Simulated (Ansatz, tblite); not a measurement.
Forces on ZrSi₄O₄H₁₂ (relaxed from a model of Zr(OSiH3)4, whose bonding it doesn't keep) at its PBE0-D4/def2-SVP geometry. Charge 0, multiplicity 1.

In the def2 sets Zr takes a core potential; there is no spin–orbit coupling. The xTB rows come from tblite.

GFN1-xTB (tblite), largest force 1.21 eV/Å:

```xyz
21
positions Å, forces eV/Å
Zr    0.000    0.000    0.000    0.000    0.000    0.000
O     1.100   -1.589    0.214    0.696   -0.984    0.139
Si    2.048   -2.939    0.402   -0.345    0.484   -0.077
H     1.391   -3.894    1.344    0.185    0.490   -0.393
H     3.380   -2.550    0.953   -0.603   -0.044   -0.234
H     2.243   -3.610   -0.919   -0.157    0.381    0.521
O    -1.874   -0.513   -0.064   -1.169   -0.323   -0.054
Si   -3.473   -0.954   -0.132    0.578    0.153    0.033
H    -3.732   -2.076    0.821    0.234    0.492   -0.380
H    -3.818   -1.399   -1.515    0.266    0.211    0.552
H    -4.337    0.208    0.236    0.475   -0.429   -0.139
O     0.482    0.903   -1.652    0.287    0.571   -1.032
Si    0.880    1.681   -3.064   -0.135   -0.277    0.513
H     2.080    2.546   -2.847   -0.518   -0.415    0.025
H    -0.261    2.535   -3.513    0.419   -0.400    0.292
H     1.186    0.679   -4.128   -0.152    0.337    0.540
O     0.294    1.198    1.503    0.185    0.737    0.946
Si    0.545    2.211    2.794   -0.098   -0.359   -0.469
H     1.794    3.002    2.583   -0.520   -0.397   -0.021
H     0.681    1.411    4.048   -0.075    0.234   -0.600
H    -0.610    3.149    2.937    0.449   -0.461   -0.163
```

GFN2-xTB (tblite), largest force 1.23 eV/Å:

```
Zr 0.000 0.000 0.000
O 0.673 -0.956 0.134
Si -0.705 1.003 -0.149
H 0.055 0.272 -0.191
H -0.310 0.023 -0.114
H -0.106 0.224 0.244
O -1.134 -0.313 -0.049
Si 1.190 0.320 0.055
H 0.162 0.250 -0.179
H 0.175 0.112 0.258
H 0.274 -0.187 -0.061
O 0.282 0.552 -1.001
Si -0.291 -0.572 1.053
H -0.260 -0.224 0.056
H 0.181 -0.210 0.181
H -0.083 0.132 0.299
O 0.179 0.717 0.916
Si -0.195 -0.750 -0.961
H -0.253 -0.218 -0.052
H -0.043 0.076 -0.320
H 0.207 -0.252 -0.119
```

PBE0-D4/def2-TZVP (Ansatz), largest force 0.71 eV/Å:

```
Zr 0.000 0.000 0.000
O 0.405 -0.574 0.081
Si -0.344 0.482 -0.079
H 0.046 0.104 -0.090
H -0.128 -0.016 -0.051
H -0.033 0.084 0.129
O -0.683 -0.188 -0.030
Si 0.576 0.151 0.034
H 0.047 0.118 -0.093
H 0.052 0.044 0.122
H 0.101 -0.100 -0.030
O 0.169 0.332 -0.603
Si -0.133 -0.275 0.512
H -0.124 -0.097 -0.003
H 0.094 -0.085 0.058
H -0.031 0.080 0.117
O 0.108 0.431 0.551
Si -0.100 -0.357 -0.468
H -0.118 -0.084 0.001
H -0.015 0.056 -0.126
H 0.112 -0.106 -0.032
```
